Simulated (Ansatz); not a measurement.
Reaction (formal hydrolysis of a Ti–Cl bond): `[NH2][Ti]([NH2])([OH])[Cl]` + H₂O → `[NH2][Ti]([NH2])([OH])[OH]` + HCl

Program: Ansatz. Geometries: PBE0-D4/def2-TZVP. ΔE: electronic, gas phase. CCSD(T)/CBS is the MP2 limit (def2-TZVPP, def2-QZVPP) plus CCSD(T) − MP2 in def2-TZVPP, frozen cores. This one scheme is used for every species. DFT in def2-TZVPP. HSE06 is defined as in plane-wave codes. For Ti outer-core shells are correlated without core-valence functions, which leaves a few kJ/mol of doubt a bond. Scalar relativity is left out up to krypton. One conformer a species, not always the lowest.

| level | ΔE (kJ/mol) | difference from CCSD(T)/CBS |
| --- | --- | --- |
| PBE0-D4 | 43.4 | 1.2 |
| r2SCANh-D4 | 42.5 | 0.3 |
| HSE06-D4 | 43.9 | 1.7 |
| ωB97M-V | 37.6 | -4.6 |
| r2SCAN | 41.2 | -1.0 |
| CAM-B3LYP | 32.1 | -10.1 |
| LC-ωPBE | 34.0 | -8.2 |
| MP2/def2-SVP | 35.2 | -7.0 |
| HF/CBS(def2) | 39.6 | -2.6 |
| MP2/CBS(def2) | 49.5 | 7.3 |
| CCSD(T)/CBS | 42.2 | 0 |

Largest T1 diagnostic among the species: 0.024, so the coupled-cluster value is less sure than usual.

Leaving LDA and LC-ωPBE aside and taking each functional with its dispersion term where it has one, the values, not all of them listed here, spread over 11.7 kJ/mol, from CAM-B3LYP-D4 to PBE-QIDH. At CCSD(T), def2-SVP lies −11.2 kJ/mol from the extrapolated value and def2-TZVPP −4.8 kJ/mol. From PBE to PBE0 (25 % exact exchange), in def2-TZVPP and without D4, ΔE moves by +3.8 kJ/mol.

CCSD(T)/CBS has its own doubt, a few kJ/mol and more with outer-core shells, so smaller differences from it don't rank the levels.
